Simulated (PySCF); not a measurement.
A calculated (TPSS, PySCF 2.14, cc-pVDZ-DK, the spin-free X2C one-electron Hamiltonian (Gaussian nucleus)) atom or ion has these occupied shells.

| shell | electrons | orbital energy (eV) | rms radius, mean of both spins (bohr) |
| --- | --- | --- | --- |
| 1s | 2 | -196.01 | 0.380 |
| 2s | 2 | -19.775 | 1.96 |

Problem. Name the element and its charge.

Solution. B⁺ (boron, charge +1), in [He] 2s2, closed-shell 1S.
